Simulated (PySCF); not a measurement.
```xyz
4
charge 0 multiplicity 1, angstrom
Ta    0.1005    0.0000   -0.1149
O    -0.6229    1.3734    0.6307
O    -0.6229   -1.3734    0.6307
H     1.7134    0.0000    0.6358
```

Computed with PBE0/[Ta def2-TZVP with ECP60, O def2-TZVP, H def2-TZVP], scalar-relativistic core potentials, density fitting, no spin–orbit coupling, PySCF.

This geometry of HTaO₂ is a stationary point at this level.

What is the point group?

Cs.

Is it a minimum?

Yes: all harmonic wavenumbers are real.

Which band is strongest in the infrared?

960 cm⁻¹ (a''), 229 km/mol.

What are the dipole moment and the gap between the highest occupied and lowest empty levels?

6.40 D and 4.69 eV.

Give the ideal-gas entropy at 298.15 K and 1 bar by parts.

translation 175.8, rotation 99.0, vibration 10.4, spin 0.0; total 285.1 J/(mol K).

Stability towards spin polarisation was not tested. This need not be the most stable arrangement of these atoms. No spin–orbit coupling is included, which matters more the heavier the element.
